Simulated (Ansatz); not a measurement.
This triplet is an excited state, 0.90 eV above the relaxed singlet at the level frozen-core CCSD(T)/cc-pVTZ // PBE0-D3(BJ)/def2-TZVP (Ansatz, a program for electronic structure).

Computed with PBE0-D3(BJ)/def2-TZVP run with Ansatz. No frequencies were computed at this level.

Ansatz 0.2 input:
```yaml
crystal:
  periodic: [false, false, false]
  atoms:
    - { symbol: C, position_ang: [3.266725, 0.43206, -0.135] }
    - { symbol: N, position_ang: [2.226976, -0.138973, -0.085908] }
    - { symbol: Si, position_ang: [0.779975, -1.050627, -0.010711] }
    - { symbol: Si, position_ang: [-1.213068, 0.045385, 0.049272] }
    - { symbol: H, position_ang: [-1.388422, 0.928389, 1.207037] }
    - { symbol: H, position_ang: [-1.502759, 0.845731, -1.145327] }
    - { symbol: H, position_ang: [-2.169428, -1.061964, 0.134423] }
basis:
  gaussian: { orbitals: def2-tzvp }
hamiltonian:
  xc: pbe0
  dispersion: d3bj
relax:
  max_steps: 150
magnetization:
  spin_polarized: true
  initial_magnetization: 2
```

Output:

```
Functional definition: PBE0
1003 factors; their error is unknown
mean field evaluation 1: about -18312.5219 eV, gradient 3.7e1 eV
mean field evaluation 2: about -18282.0934 eV, gradient 7.8e1 eV
mean field evaluation 4: about -18318.7999 eV, gradient 1.1e1 eV
mean field evaluation 8: about -18319.4110 eV, gradient 2.0e-1 eV
mean field evaluation 16: about -18319.4875 eV, gradient 1.0e-3 eV
mean field -18319.48752125 eV, -673.2287490113 hartree, gradient 3.2e-5 eV, S^2 2.009148; 0 other end points of the search recorded, 0 dependent functions left out
reference -18319.48755395 eV, -673.2287502132 hartree; 23, 21 occupied and 131, 133 virtual orbitals, 1003 factors
relax step   1: F+E_penalty+E_count = -18319.64613301 eV  Δ(F+E_penalty+E_count) = +0.000e0 eV  max|allowed force component| = 9.101e-1 eV/Å  Δτ_max = 0.0000 Å  (36 SCF iters, accepted)
these checks for a lower state are left out or cut short: starts, cluster_reference, orbital_swaps, neighbouring_geometries, increment
1003 factors; their error is unknown
mean field -18319.52851937 eV, -673.2302556646 hartree, gradient 1.7e-5 eV, S^2 2.008909; 0 other end points of the search recorded, 0 dependent functions left out
reference -18319.52855226 eV, -673.2302568733 hartree; 23, 21 occupied and 131, 133 virtual orbitals, 1003 factors
relax step   2: F+E_penalty+E_count = -18319.68649924 eV  Δ(F+E_penalty+E_count) = -4.037e-2 eV  max|allowed force component| = 3.022e-1 eV/Å  Δτ_max = 0.0624 Å  (37 SCF iters, accepted)
these checks for a lower state are left out or cut short: starts, cluster_reference, orbital_swaps, neighbouring_geometries, increment
1003 factors; their error is unknown
mean field evaluation 32: about -18319.5343 eV, gradient 1.4e-1 eV
mean field -18319.53433702 eV, -673.2304694591 hartree, gradient 1.5e-5 eV, S^2 2.008824; 0 other end points of the search recorded, 0 dependent functions left out
reference -18319.53436990 eV, -673.2304706675 hartree; 23, 21 occupied and 131, 133 virtual orbitals, 1003 factors
relax step   3: F+E_penalty+E_count = -18319.69250165 eV  Δ(F+E_penalty+E_count) = -6.002e-3 eV  max|allowed force component| = 1.110e-1 eV/Å  Δτ_max = 0.0450 Å  (38 SCF iters, accepted)
these checks for a lower state are left out or cut short: starts, cluster_reference, orbital_swaps, neighbouring_geometries, increment
1003 factors; their error is unknown
mean field -18319.53522802 eV, -673.2305022028 hartree, gradient 8.6e-6 eV, S^2 2.008790; 0 other end points of the search recorded, 0 dependent functions left out
reference -18319.53526089 eV, -673.2305034106 hartree; 23, 21 occupied and 131, 133 virtual orbitals, 1003 factors
relax step   4: F+E_penalty+E_count = -18319.69363189 eV  Δ(F+E_penalty+E_count) = -1.130e-3 eV  max|allowed force component| = 5.805e-2 eV/Å  Δτ_max = 0.0177 Å  (38 SCF iters, accepted)
these checks for a lower state are left out or cut short: starts, cluster_reference, orbital_swaps, neighbouring_geometries, increment
1003 factors; their error is unknown
mean field -18319.53528265 eV, -673.2305042103 hartree, gradient 2.7e-5 eV, S^2 2.008764; 0 other end points of the search recorded, 0 dependent functions left out
reference -18319.53531548 eV, -673.2305054169 hartree; 23, 21 occupied and 131, 133 virtual orbitals, 1003 factors
relax step   5: F+E_penalty+E_count = -18319.69409308 eV  Δ(F+E_penalty+E_count) = -4.612e-4 eV  max|allowed force component| = 1.157e-2 eV/Å  Δτ_max = 0.0218 Å  (35 SCF iters, accepted)
these checks for a lower state are left out or cut short: starts, cluster_reference, orbital_swaps, neighbouring_geometries, increment
1003 factors; their error is unknown
mean field -18319.53528702 eV, -673.2305043711 hartree, gradient 1.1e-5 eV, S^2 2.008763; 0 other end points of the search recorded, 0 dependent functions left out
reference -18319.53531985 eV, -673.2305055775 hartree; 23, 21 occupied and 131, 133 virtual orbitals, 1003 factors
relax step   6: F+E_penalty+E_count = -18319.69410388 eV  Δ(F+E_penalty+E_count) = -1.080e-5 eV  max|allowed force component| = 5.048e-3 eV/Å  Δτ_max = 0.0024 Å  (28 SCF iters, accepted)
1003 factors; their error is unknown
mean field evaluation 64: about -18319.4558 eV, gradient 6.5e-1 eV
mean field -18319.53528702 eV, -673.2305043711 hartree, gradient 1.1e-5 eV, S^2 2.008763; 1 other end points of the search recorded, 0 dependent functions left out
reference -18319.53531985 eV, -673.2305055775 hartree; 23, 21 occupied and 131, 133 virtual orbitals, 1003 factors
Total energy: -18319.69413671 eV, -673.2363419894 hartree
Atom 0 at     3.214078     0.494359    -0.139397 Å, force     0.000903    -0.001041    -0.001505 eV/Å
Atom 1 at     2.207453    -0.116673    -0.085700 Å, force    -0.005048     0.000159     0.001965 eV/Å
Atom 2 at     0.797597    -1.108011    -0.004135 Å, force     0.003041    -0.000130    -0.000151 eV/Å
Atom 3 at    -1.238299     0.027869     0.051176 Å, force    -0.003877    -0.000127    -0.000629 eV/Å
Atom 4 at    -1.300154     0.911110     1.243944 Å, force     0.000516     0.000342     0.000945 eV/Å
Atom 5 at    -1.414895     0.829752    -1.186784 Å, force     0.000983     0.000496    -0.000366 eV/Å
Atom 6 at    -2.265782    -1.038405     0.134681 Å, force     0.003482     0.000301    -0.000260 eV/Å
Dipole moment:    -0.680813    -0.252767     0.033367 e Å
```

Cost: very roughly 30 core-seconds.
